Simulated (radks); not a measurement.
Results of a calculation; reference values are marked as such.
Task: Coherent X-ray form factor from a spherical all-electron density. Level of theory: Dirac Kohn-Sham, PBE, spin-unpolarised, spherical densities, finite nucleus; Fermi nuclear charge, rms radius of each element as measured or else 0.836 A^(1/3) + 0.57 fm (a radial shooting solver on a logarithmic mesh with Libxc functionals).

| sin(theta)/lambda (1/angstrom) | f0 (electrons) |
|---|---|
| 0.05 | 39.974 |
| 0.1 | 37.593 |
| 0.15 | 34.885 |
| 0.2 | 32.285 |
| 0.25 | 29.890 |
| 0.3 | 27.722 |
| 0.4 | 24.108 |
| 0.5 | 21.344 |
| 0.6 | 19.144 |
| 0.8 | 15.519 |
| 1 | 12.431 |
| 1.25 | 9.457 |
| 1.5 | 7.539 |
| 2 | 5.689 |

The species is in the configuration that NIST lists as its ground one. Which atom or ion scatters so?

Result: Neutral niobium, [Kr] 4d4 5s1. Extrapolating in s^2 from the first two rows gives f0(0) = 40.8, near the electron count 41; among species with that count, the fall with angle is slower the higher Z, and the table is that of Z = 41; from so few rows the species is fixed only to a neighbour or two.
